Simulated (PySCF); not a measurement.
CH₇GeNOSi, SMILES [Ge@@H]1([OH])[CH2]N[SiH2]1. Atoms are numbered in the order given.

```xyz
12

O      1.8114    -0.2148    -1.2145
Ge     0.7350    -0.1181     0.2103
C     -0.7730    -1.3907    -0.0242
N     -1.8392    -0.4009     0.0984
Si    -1.2297     1.2328     0.1473
H      2.6056     0.3211    -1.1211
H      1.5984    -0.2770     1.4836
H     -0.8161    -2.1816     0.7463
H     -0.7140    -1.8775    -1.0153
H     -2.7981    -0.7218     0.0213
H     -1.4804     2.0848    -1.0632
H     -1.6779     2.0406     1.3296
```
Charge 0, spin multiplicity 1.

Coordinates come from a PBE0-D3(BJ)/def2-SVP optimisation. The structure was generated by enumeration; whether it is a known compound was not checked. One conformer was computed; it need not be the lowest.

Level of theory: PySCF with PBE0/pcSseg-1.

GIAO shieldings, no solvent; atoms listed in one row are averaged. δ = σ(ref) − σ: ¹⁷O against H2O (σ = 334.2 ppm); ⁷³Ge against GeH4 (σ = 1658.3 ppm); ¹³C against TMS (σ = 186.3 ppm); ¹⁵N against NH3 (σ = 267.4 ppm); ²⁹Si against TMS (σ = 352.7 ppm); ¹H against TMS (σ = 31.56 ppm), references at their B3LYP-D3(BJ)/def2-TZVP geometries, non-relativistic.

| nucleus | atoms | count | δ (ppm) |
|---|---|---|---|
| ¹⁷O | O1 | 1 | 10.7 |
| ⁷³Ge | Ge2 | 1 | 384.4 |
| ¹³C | C3 | 1 | 55.6 |
| ¹⁵N | N4 | 1 | 23.0 |
| ²⁹Si | Si5 | 1 | -2.8 |
| ¹H | H7 | 1 | 6.41 |
| ¹H | H11 | 1 | 6.11 |
| ¹H | H12 | 1 | 5.91 |
| ¹H | H8, H9 | 2 | 4.09 |
| ¹H | H10 | 1 | 0.10 |
| ¹H | H6 | 1 | 0.07 |
